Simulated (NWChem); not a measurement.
System: C4H5F; SMILES C(=C)/C=C/F

NWChem input:

```
start job
memory heap 200 mb stack 900 mb global 1100 mb
geometry units angstroms noautosym nocenter noautoz
  C     -0.268389     2.451935     0.000000
  C      0.378164     1.277086     0.000000
  C     -0.276093    -0.021655     0.000000
  C      0.403516    -1.171580     0.000000
  F     -0.214384    -2.366373     0.000000
  H     -1.354577     2.506001     0.000000
  H      0.267724     3.395770     0.000000
  H      1.468474     1.271879     0.000000
  H     -1.363441    -0.058783     0.000000
  H      1.486201    -1.265385     0.000000
end
basis spherical
  C library def2-svp
  F library def2-svp
  H library def2-svp
end
dft
  xc b3lyp
  iterations 150
end
cosmo
  do_cosmo_smd true
  solvent propanol
end
task dft energy
```

Output (shortened):

```
             Northwest Computational Chemistry Package (NWChem) 7.3.0
             --------------------------------------------------------

                             Geometry "geometry" -> ""
                             -------------------------

 Output coordinates in angstroms (scale by  1.889725989 to convert to a.u.)

  No.       Tag          Charge          X              Y              Z
 ---- ---------------- ---------- -------------- -------------- --------------
    1 C                    6.0000    -0.26838900     2.45193500     0.00000000
    2 C                    6.0000     0.37816400     1.27708600     0.00000000
    3 C                    6.0000    -0.27609300    -0.02165500     0.00000000
    4 C                    6.0000     0.40351600    -1.17158000     0.00000000
    5 F                    9.0000    -0.21438400    -2.36637300     0.00000000
    6 H                    1.0000    -1.35457700     2.50600100     0.00000000
    7 H                    1.0000     0.26772400     3.39577000     0.00000000
    8 H                    1.0000     1.46847400     1.27187900     0.00000000
    9 H                    1.0000    -1.36344100    -0.05878300     0.00000000
   10 H                    1.0000     1.48620100    -1.26538500     0.00000000

 Effective nuclear repulsion energy (a.u.)     151.0838903028

                                 NWChem DFT Module
                                 -----------------

 Summary of "ao basis" -> "ao basis" (spherical)
 ------------------------------------------------------------------------------
       Tag                 Description            Shells   Functions and Types
 ---------------- ------------------------------  ------  ---------------------
 C                          def2-svp                 6       14   3s2p1d
 F                          def2-svp                 6       14   3s2p1d
 H                          def2-svp                 3        5   2s1p

 in cosmo_initialize ...
 calling solv_data for solv:propanol

 solvent parameters
 solvname_short: propanol
 solvname_long:  1-propanol
 dielec:       20.5240
 dielecinf:     1.9182
 nonaqueous SMD model solvent descriptors
 dielec:       20.5240
 sola:          0.3700
 solb:          0.4800
 solc:          0.0000
 solg:         33.5700
 solh:          0.0000
 soln:          1.3850

[...]

                                COSMO-SMD solvation results
                                ---------------------------

             internal energy in gas <Psi(g)|H|Psi(g)> =      -255.038566670105
         internal energy in solvent <Psi(s)|H|Psi(s)> =      -255.037952047657
                               delta internal energy  =         0.000614622448 (    0.39 kcal/mol)
   total free energy in solvent <Psi(s)|H+V/2|Psi(s)> =      -255.043893771770
 polarization energy contribution <Psi(s)|V/2|Psi(s)> =        -0.005941724113 (   -3.73 kcal/mol)
    total free energy in solvent including G(SMD-CDS) =      -255.042029600797
                       G(SMD-CDS) energy contribution =         0.001864170973 (    1.17 kcal/mol)
     1 M fixed-concentration free energy of solvation =        -0.003462930692 (   -2.17 kcal/mol)

                       DFT Final Molecular Orbital Analysis
                       ------------------------------------

 Vector   17  Occ=2.000000D+00  E=-3.594867D-01
              MO Center=  2.4D-02,  1.6D+00,  6.7D-13, r^2= 2.9D+00
   Bfn.  Coefficient  Atom+Function         Bfn.  Coefficient  Atom+Function
  ----- ------------  ---------------      ----- ------------  ---------------
    18     -0.292441   2 C  px               81     -0.293645   8 H  s
     4      0.270655   1 C  px               71     -0.257876   6 H  s
    76      0.224741   7 H  s                32      0.193223   3 C  px
    33      0.170278   3 C  py               82     -0.164943   8 H  s
    86     -0.164686   9 H  s                72     -0.154624   6 H  s

 Vector   18  Occ=2.000000D+00  E=-3.307505D-01
              MO Center=  2.4D-02,  6.3D-01, -1.5D-10, r^2= 2.7D+00
   Bfn.  Coefficient  Atom+Function         Bfn.  Coefficient  Atom+Function
  ----- ------------  ---------------      ----- ------------  ---------------
    20      0.344078   2 C  pz               34      0.319130   3 C  pz
     6      0.235723   1 C  pz               23      0.208290   2 C  pz
    37      0.199778   3 C  pz               62      0.194317   5 F  pz
    48      0.175134   4 C  pz               65     -0.145491   5 F  pz
     9      0.140643   1 C  pz               51      0.077482   4 C  pz

 Vector   19  Occ=2.000000D+00  E=-2.358142D-01
              MO Center=  6.0D-03,  5.2D-01,  8.3D-11, r^2= 3.9D+00
   Bfn.  Coefficient  Atom+Function         Bfn.  Coefficient  Atom+Function
  ----- ------------  ---------------      ----- ------------  ---------------
     6      0.340565   1 C  pz               48     -0.337523   4 C  pz
    34     -0.270599   3 C  pz                9      0.266908   1 C  pz
    20      0.224719   2 C  pz               62     -0.215795   5 F  pz
    51     -0.212157   4 C  pz               37     -0.205525   3 C  pz
    65      0.174774   5 F  pz               23      0.160054   2 C  pz

 Vector   20  Occ=0.000000D+00  E=-3.179141D-02
              MO Center=  7.2D-02,  6.2D-01, -8.8D-11, r^2= 4.0D+00
   Bfn.  Coefficient  Atom+Function         Bfn.  Coefficient  Atom+Function
  ----- ------------  ---------------      ----- ------------  ---------------
     9      0.459087   1 C  pz               51      0.421505   4 C  pz
    48      0.404755   4 C  pz                6      0.355724   1 C  pz
    23     -0.328768   2 C  pz               37     -0.273572   3 C  pz
    20     -0.271382   2 C  pz               34     -0.227423   3 C  pz
    62      0.162538   5 F  pz               65     -0.152517   5 F  pz

[...]
```

Level: B3LYP/def2-SVP, SMD on the gas-phase geometry. All runs use the structure optimised with B3LYP/6-31G* (spherical d). Solvent: 1-propanol.
